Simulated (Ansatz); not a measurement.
Reaction (formal exchange of groups at a B–O bond): `[SiH3]BOCS` + `CN(C)C` → `CN(C)B[SiH3]` + `COCS`

Computed with Ansatz on PBE0-D4/def2-TZVP structures; ΔE is electronic, products minus reactants. CCSD(T)/CBS adds triple-zeta CCSD(T) − MP2 to the extrapolated MP2 energy (def2 sets, frozen cores). This one scheme is used for every species. DFT in def2-TZVPP. B3LYP here is the variant with VWN-RPA as its local correlation; programs differ in this. Each species was taken in one conformer, which may not be the lowest.

```
             level  ΔE (kJ/mol)  difference from CCSD(T)/CBS
            PBE-D4         -8.6                         -8.0
         r2SCAN-D4         -4.2                         -3.6
           PBE0-D4         -5.5                         -4.9
          B3LYP-D4         -2.9                         -2.3
           ωB97X-V          0.7                          1.3
           ωB97M-V         -0.3                          0.3
            B2PLYP          1.0                          1.6
               PBE         -6.7                         -6.1
            r2SCAN         -3.7                         -3.1
              PBE0         -3.7                         -3.1
             B3LYP          0.2                          0.8
     HF/def2-TZVPP         13.4                         14.0
    MP2/def2-TZVPP          1.1                          1.7
SCS-MP2/def2-TZVPP          2.3                          2.9
   CCSD/def2-TZVPP          2.7                          3.3
CCSD(T)/def2-TZVPP          0.1                          0.7
     HF/def2-QZVPP         13.9                         14.5
    MP2/def2-QZVPP          0.9                          1.5
SCS-MP2/def2-QZVPP          2.2                          2.8
      HF/CBS(def2)         14.0                         14.6
     MP2/CBS(def2)          0.4                          1.0
    CCSD/CBS(def2)          2.0                          2.6
       CCSD(T)/CBS         -0.6                            0
```

Largest T1 diagnostic among the species: 0.014.

The D4 term adds −3.2 kJ/mol with B3LYP and −1.7 kJ/mol with PBE0; it sums over pairs of atoms, weighted by their polarisabilities, and B3LYP, whose exchange is more repulsive, gets the larger term. In def2-TZVPP, CCSD(T) changes the Hartree–Fock value by −13.3 kJ/mol (the triples alone add −2.6 kJ/mol) and MP2 by −12.3 kJ/mol.
